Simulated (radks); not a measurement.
Removal energies from the tellurium ion Te10+, [Kr] 4d6, by Delta-SCF beside the eigenvalue of the level emptied. Method: scalar-relativistic Kohn-Sham, LDA (Slater exchange, Perdew-Wang correlation), spin-polarised, spherical densities, finite nucleus; Fermi nuclear charge, rms radius of each element as measured or else 0.836 A^(1/3) + 0.57 fm; computed with a radial shooting solver on a logarithmic mesh with Libxc functionals. Open shells are filled with parallel spins first.

4d: final configuration [Kr] 4d5; Delta-SCF (eV) 216.45; -eigenvalue (eV) 204.39
4p: final configuration [Ar] 3d10 4s2 4p5 4d6; Delta-SCF (eV) 294.46; -eigenvalue (eV) 281.54
4s: final configuration [Ar] 3d10 4s1 4p6 4d6; Delta-SCF (eV) 346.78; -eigenvalue (eV) 333.32
3d: final configuration [Ar] 3d9 4s2 4p6 4d6; Delta-SCF (eV) 772.26; -eigenvalue (eV) 743.71
